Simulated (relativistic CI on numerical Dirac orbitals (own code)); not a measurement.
## Hyperfine structure of Ru³²⁺, mass number 99

Calculated at this level of theory: Dirac-Coulomb-Breit CI, orbitals from a KLI potential per configuration, model QED (radiative potential, 1s self-energy scaled to tabulated hydrogen-like ionisation energies), unscaled Slater integrals (own radial code, finite nucleus).

Configurations in the expansion (outside the closed core [Ne]): 3s², 3s3p, 3p², 3s3d, 3d², 3p3d, 3p4s, 3d4s, 3s4s, 3s4p, 3s4d, 3s4f, 3s5s, 3s5p, 3s5d, 3s5f. Levels of other configurations are missing.

Nuclear spin I = 5/2, μ = -0.641 μN, Q = 0.079 b (tables of Stone and Pyykkö). The electronic factors are computed for point nuclear moments, without core polarisation or the Bohr-Weisskopf and QED corrections.

| Level | E (cm⁻¹) | A (GHz) | B (GHz) |
| --- | --- | --- | --- |
| 3s3p ³P°1 | 563333 | -103.6 | -1.95 |
| 3s3p ³P°2 | 781543 | -51.37 | 5.39 |
| 3s3p ¹P°1 | 959759 | 20.6 | 4.57 |
| 3p² ¹D2 | 1458785 | -19.51 | 5.03 |
| 3p² ³P1 | 1465827 | 2.228 | 2.7 |
| 3s3d ³D1 | 1684207 | 38.66 | 0.452 |
| 3s3d ³D2 | 1711697 | -2.945 | 0.173 |
| 3s3d ³D3 | 1738363 | -31.24 | 1.23 |

Levels with J = 0, under 50 % of one LS term, or S terms without an open s electron are left out. Small factors come from cancelling terms and can be off by tens of per cent or more.

At this charge energies of transitions that change n are usually good to better than 1 %, and those within a shell (Δn = 0) to a few per cent.

Question: Give the hyperfine levels of 3s3p ³P°1 relative to its centre of gravity.

Answer: With K = F(F + 1) − I(I + 1) − J(J + 1), E = AK/2 + B[¾K(K + 1) − I(I + 1)J(J + 1)]/[2I(2I − 1)J(2J − 1)]: F = 3/2: 361.3, F = 5/2: 105.2, F = 7/2: -259.5 GHz.

LS names give the leading component of a level, which can be under half, so a name can repeat, a term be missing and a line seem to break the LS rules.
